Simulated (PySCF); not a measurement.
# Computed properties of Si(F)(OH)2(SeH) (FH3O2SeSi), SMILES O[Si](O)(F)[SeH]

FH3O2SeSi, SMILES O[Si](O)(F)[SeH]. Coordinates come from a B3LYP-D3(BJ)/def2-SVP optimisation. The structure was generated by enumeration, and PubChem lists no compound with its InChIKey, so it may never have been made. The values are those of a single conformer. All values are computed for the isolated molecule unless a solvent is named; none is compared with measurement here.

**Structure.** All 18 harmonic modes at B3LYP-D3(BJ)/def2-SVP (PySCF) are real, so it is a minimum. With heavy atoms numbered as in [OH:1][Si:2]([OH:3])([F:4])[SeH:5], the shortest bond between them is Si2–F4 at 1.623 Å and the longest Si2–Se5 at 2.272 Å.

**Vibrations.** The strongest infrared lines (harmonic, unscaled, degenerate partners summed) lie at 855 cm⁻¹ (216 km/mol, H 41 %, Si 25 %, F 23 %, O 11 %), 785 cm⁻¹ (171 km/mol, H 46 %, O 40 %, F 8 %), 802 cm⁻¹ (169 km/mol, H 66 %, O 30 %). The softest mode is at 56 cm⁻¹ and the zero-point energy is 25.0 kcal/mol.

**Electronic structure.** M06-2X/def2-TZVP (PySCF) places the frontier levels at -8.59 and 0.67 eV, a gap of 9.26 eV, and gives a dipole moment of 1.67 D and a mean polarisability of 53.6 bohr³. PBE/def2-TZVP (PySCF) at the same geometry gives -6.24 and -1.00 eV, so its gap is 4.02 eV narrower. An orbital gap is neither the optical nor the fundamental gap.

**Excitations.** TDDFT-CAM-B3LYP/def2-SVPD (PySCF) has S1 at 5.48 eV (226 nm, f = 0.002, dark); the most intense of the 10 singlets computed lies at 8.39 eV (f = 0.24). T1 (TDA) is at 5.04 eV. TDDFT-PBE/def2-SVPD (PySCF) puts S1 at 5.17 eV. No vertical singlet excitation falls in the visible range (under 3.1 eV).

**NMR.** GIAO shifts at B3LYP/pcSseg-1 (PySCF) (non-relativistic, atoms alike by connectivity averaged): ¹H from 1.2 to 2.8 ppm against TMS; ²⁹Si at -30.4 ppm against TMS; ¹⁹F at -109.8 ppm against CFCl3.
